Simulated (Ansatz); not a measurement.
Steps of a relaxation of CH5PSSi (`C[SiH]1PS1`) with RKS PBE0-D4/def2-TZVP.

```sh
$ ansatz run in.yaml --threads 2 --pin off --events-out ev --progress --plain --max-ram 4352MiB
```

```yaml
crystal:
  periodic: [false, false, false]
  atoms:
    - {symbol: C, position_ang: [-0.202274, 0.901876, -0.926090]}
    - {symbol: Si, position_ang: [0.219845, -0.766224, -0.174919]}
    - {symbol: P, position_ang: [0.806243, -0.962004, 1.984075]}
    - {symbol: S, position_ang: [-1.165068, -1.642629, 1.191148]}
    - {symbol: H, position_ang: [-0.885683, 0.773088, -1.790313]}
    - {symbol: H, position_ang: [-0.701686, 1.543213, -0.174075]}
    - {symbol: H, position_ang: [0.714187, 1.412808, -1.285822]}
    - {symbol: H, position_ang: [0.882723, -1.710528, -1.132800]}
    - {symbol: H, position_ang: [0.420212, 0.404098, 2.291797]}
basis:
  gaussian: {orbitals: def2-TZVP}
hamiltonian: {xc: pbe0, dispersion: d4}
relax: {f_tol: 0.005, max_steps: 150}
```

Positions (Å) and forces (eV/Å) along the path, 7 of 7 steps:

```xyz
9
step=1 energy=-29111.0067 eV
C    -0.202    0.902   -0.926   -0.064    0.161   -0.114
Si    0.220   -0.766   -0.175   -0.115   -0.051    0.361
P     0.806   -0.962    1.984   -0.645    0.277   -0.461
S    -1.165   -1.643    1.191    0.752    0.355   -0.119
H    -0.886    0.773   -1.790    0.325    0.056    0.413
H    -0.702    1.543   -0.174    0.250   -0.319   -0.354
H     0.714    1.413   -1.286   -0.431   -0.252    0.183
H     0.883   -1.711   -1.133   -0.163    0.205    0.206
H     0.420    0.404    2.292    0.091   -0.431   -0.114
9
step=2 energy=-29111.0546 eV
C    -0.200    0.898   -0.922    0.006    0.005   -0.002
Si    0.224   -0.754   -0.165   -0.050    0.026    0.032
P     0.803   -0.961    1.969   -0.296    0.137   -0.154
S    -1.143   -1.624    1.186    0.239    0.061    0.004
H    -0.880    0.766   -1.773    0.097    0.007    0.123
H    -0.690    1.535   -0.177    0.067   -0.078   -0.101
H     0.706    1.401   -1.282   -0.123   -0.066    0.051
H     0.868   -1.694   -1.117   -0.032    0.051    0.050
H     0.401    0.386    2.264    0.091   -0.142   -0.002
9
step=3 energy=-29111.0595 eV
C    -0.200    0.895   -0.920   -0.007   -0.048    0.017
Si    0.217   -0.753   -0.168    0.034    0.057   -0.027
P     0.785   -0.952    1.958    0.052   -0.071    0.017
S    -1.138   -1.627    1.180   -0.025    0.025    0.047
H    -0.870    0.761   -1.771   -0.024    0.005   -0.034
H    -0.694    1.528   -0.182   -0.015    0.023    0.020
H     0.703    1.397   -1.271    0.030    0.011   -0.010
H     0.864   -1.686   -1.117    0.011   -0.014   -0.011
H     0.422    0.392    2.275   -0.056    0.013   -0.019
9
step=4 energy=-29111.0604 eV
C    -0.200    0.895   -0.920   -0.001   -0.013    0.009
Si    0.221   -0.750   -0.167    0.003    0.015   -0.006
P     0.790   -0.957    1.960    0.005    0.006    0.005
S    -1.136   -1.622    1.184   -0.015   -0.012   -0.003
H    -0.876    0.762   -1.769   -0.002    0.001   -0.003
H    -0.689    1.532   -0.181   -0.001    0.004   -0.001
H     0.703    1.395   -1.278    0.004    0.002   -0.003
H     0.867   -1.686   -1.116    0.000   -0.003    0.000
H     0.409    0.385    2.269    0.007    0.000    0.003
9
step=5 energy=-29111.0604 eV
C    -0.201    0.895   -0.920    0.003    0.001   -0.003
Si    0.222   -0.749   -0.166    0.003   -0.006   -0.002
P     0.789   -0.958    1.960    0.000    0.002   -0.002
S    -1.137   -1.622    1.183   -0.001   -0.001    0.002
H    -0.877    0.761   -1.768    0.000    0.000    0.001
H    -0.688    1.533   -0.182   -0.001    0.001    0.001
H     0.702    1.394   -1.280   -0.001    0.000   -0.001
H     0.868   -1.686   -1.114   -0.002    0.004    0.001
H     0.411    0.385    2.271   -0.001   -0.001    0.003
9
step=6 energy=-29111.0604 eV rejected
C    -0.200    0.895   -0.921   -0.002    0.002    0.000
Si    0.222   -0.749   -0.166   -0.002    0.005   -0.004
P     0.790   -0.957    1.960   -0.001   -0.003    0.008
S    -1.137   -1.623    1.183    0.001   -0.001   -0.001
H    -0.878    0.761   -1.768    0.000    0.000    0.000
H    -0.686    1.534   -0.182    0.000    0.001   -0.002
H     0.702    1.394   -1.283    0.000   -0.001    0.001
H     0.867   -1.685   -1.115    0.002   -0.001    0.001
H     0.409    0.383    2.276    0.003    0.000   -0.005
9
step=7 energy=-29111.0605 eV
C    -0.201    0.895   -0.921   -0.001    0.001    0.001
Si    0.222   -0.749   -0.166    0.001   -0.001   -0.001
P     0.789   -0.958    1.960    0.000    0.000    0.000
S    -1.137   -1.623    1.183    0.000    0.000    0.000
H    -0.877    0.761   -1.768    0.000    0.000    0.000
H    -0.687    1.534   -0.183    0.000    0.001   -0.001
H     0.702    1.394   -1.282    0.000   -0.001    0.000
H     0.868   -1.685   -1.115    0.000    0.000    0.000
H     0.410    0.384    2.273    0.000    0.000    0.000
```

Hardware: 2 threads of an Arm Neoverse V2 on a shared host. Wall time 36 s, peak host memory 0.43 GiB.
